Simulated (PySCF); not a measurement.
**[Er(N2)2]3+: from a saddle point downhill**

PySCF 2.14.0, RKS B3LYP, Er lcecp-1-SVP with ECP57, N def2-SVP; non-relativistic Hamiltonian with scalar-relativistic core potentials where named; density fitting; no spin-orbit coupling. Relaxed within the symmetry of its start, the geometry (D∞h) is

```xyz
5

Er    0.0000    0.0000    0.0000
N     0.0000    0.0000    2.4127
N     0.0000    0.0000    3.5212
N     0.0000    0.0000   -2.4127
N     0.0000    0.0000   -3.5212
```

and its lowest harmonic modes are -40, -40, 238, 238, 244, 244 cm⁻¹ (negative: unstable). It was moved along the lowest mode and relaxed again, within the group C2v that the move left.

(1) Where does it end, and how much lower?

(2) How do the contacts change?

(3) Is the end a minimum?

An lcecp potential fixes the number of 4f electrons, so in runs with it no electron can move into or out of that shell.

State: singlet in the valence, with the 4f electrons in the core potential.

## Answers

(1) In C2v, 0.126 eV lower, after 21 steps:
```xyz
5

Er   -0.2035    1.1603    0.0000
N     0.0304   -0.1732    1.9605
N     0.1374   -0.7833    2.8799
N     0.0304   -0.1732   -1.9605
N     0.1374   -0.7833   -2.8799
```

(2) 
```json
{"contact": "Er1–N2 (N2)", "saddle (Å)": "2.413", "end (Å)": "2.382"}
{"contact": "Er1–N4 (N2)", "saddle (Å)": "2.413", "end (Å)": "2.382"}
```


(3) Yes; lowest modes 36, 254, 255, 257, 261, 289 cm⁻¹.
